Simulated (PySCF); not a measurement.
Several orderings of computed values.

Each SMILES stands for a single optimised conformer of the isolated species, non-relativistic unless stated. Electronic properties by PySCF.

Dipoles, sizes and rotational constants follow the conformer. The torsions of the flexible species, by atom-mapped SMILES:
- `[F:1][C:2]([F:3])([F:4])[CH2:5][S:6][SiH3:7]`: F1–C2–C5–S6 70°, C2–C5–S6–Si7 -68°
- `[CH3:1][CH2:2][O:3][C@@H:4]1[CH2:5]/[C:6]1=[CH:7]/[F:8]`: C1–C2–O3–C4 179°, C2–O3–C4–C5 148°
- `[CH3:1][S:2][Si@H:3]([F:4])[CH:5]([F:6])[F:7]`: C1–S2–Si3–F4 -49°, S2–Si3–C5–F6 180°
- `[H]/[N:2]=[CH:3]\[C@:4]12[CH2:5][C@:6]([CH3:7])([CH2:8]1)[CH2:9]2`: N2–C3–C4–C5 -59°
- `[CH3:1][CH2:2][S:3][Si:4]([F:5])([F:6])[F:7]`: C1–C2–S3–Si4 -70°, C2–S3–Si4–F5 -162°
- `[CH2:1]=[C:2]([F:3])[C:4](=[O:5])[CH:6]([CH3:7])[CH3:8]`: C1–C2–C4–O5 -1°, C2–C4–C6–C7 162°
- `[N:1]#[C:2][c:3]1[cH:4][p:5][c:6]([CH:7]=[O:8])[cH:9][n:10]1`: P5–C6–C7–O8 180°
- `[F:1][CH:2]([F:3])[C@@H:4]([F:5])[SiH2:6][SH:7]`: F1–C2–C4–F5 -87°, C2–C4–Si6–S7 173°, H–S7–Si6–C4 40°

The conformers of `F[C@@H]1C[C@H]2CC[C@@H]1O2` and `FC[C@@H]1C=COCC1` aren't listed.

(1) Rank by HOMO energy, lowest first (B3LYP/def2-SVPD at GFN2-xTB geometries).
A. `CS[Si@H](F)C(F)F`
B. `FC(F)(F)CS[SiH3]`
C. `CCO[C@@H]1C/C1=C/F`
D. `F[C@@H]1C[C@H]2CC[C@@H]1O2`

(2) Give the two extremes of that set in hartree.

(3) Rank by static isotropic polarisability, highest first (B3LYP/def2-SVPD at GFN2-xTB geometries).
A. `FC(C(C(C)C)=O)=C`
B. `CCS[Si](F)(F)F`
C. `N#Cc1cpc(C=O)cn1`
D. `FC(F)(F)CS[SiH3]`
E. `[H]/N=C\[C@]12C[C@](C)(C1)C2`
F. `CS[Si@H](F)C(F)F`

(4) By how much do the two ends of that ranking differ?

(5) Rank by electronic spatial extent ⟨r²⟩ about the centre of nuclear charge, lowest first (B3LYP/def2-SVPD at GFN2-xTB geometries).
A. `CCS[Si](F)(F)F`
B. `N#CC1=NC=C(C=O)P=C1`
C. `[H]/N=C\[C@]12C[C@](C)(C1)C2`
D. `FC([C@@H](F)[SiH2]S)F`
E. `FC(F)(F)CS[SiH3]`
F. `CS[Si@H](F)C(F)F`

(6) Give the two extremes of that set in Å².

(7) Rank by dipole moment, highest first (B3LYP/def2-SVPD at GFN2-xTB geometries).
A. `S[SiH2][C@H](F)C(F)F`
B. `C=C(F)C(=O)C(C)C`
C. `CCS[Si](F)(F)F`
D. `FC(F)(F)CS[SiH3]`

(8) Rank by lowest triplet excitation (Tamm–Dancoff), highest first (TDA B3LYP/def2-SVPD at GFN2-xTB geometries).
A. `C(/[C@]12C[C@@](C)(C2)C1)=N/[H]`
B. `FC[C@@H]1C=COCC1`
C. `C=C(F)C(=O)C(C)C`
D. `CCS[Si](F)(F)F`
E. `FC(F)(F)CS[SiH3]`

(9) By how much do the two ends of that ranking differ?

(10) Rank by smallest rotational constant, highest first (GFN2-xTB).
A. `CC(C(=O)C(=C)F)C`
B. `O=Cc1cnc(cp1)C#N`
C. `S([Si](F)(F)F)CC`
D. `C#Cc1pc(C#N)cs1`

Results:

(1) D (-7.49 eV), A (-7.36 eV), C (-7.26 eV), B (-7.12 eV).

(2) `F[C@@H]1C[C@H]2CC[C@@H]1O2`: -0.275 Eh; `FC(F)(F)CS[SiH3]`: -0.262 Eh.

(3) C (111.3 au), E (86.0 au), A (77.2 au), D (75.3 au), F (73.1 au), B (67.4 au).

(4) By 43.9 au, between `N#Cc1cpc(C=O)cn1` and `CCS[Si](F)(F)F`.

(5) C (1013 bohr²), A (1104 bohr²), E (1160 bohr²), F (1290 bohr²), D (1317 bohr²), B (1770 bohr²).

(6) `[H]/N=C\[C@]12C[C@](C)(C1)C2`: 284 Å²; `N#Cc1cpc(C=O)cn1`: 496 Å².

(7) C (3.32 D), D (1.84 D), B (1.37 D), A (0.89 D).

(8) D (5.29 eV), E (5.18 eV), B (4.33 eV), A (4.10 eV), C (3.22 eV).

(9) By 2.07 eV, between `CCS[Si](F)(F)F` and `C=C(F)C(=O)C(C)C`.

(10) A (1.208 GHz), C (1.125 GHz), D (0.633 GHz), B (0.574 GHz).
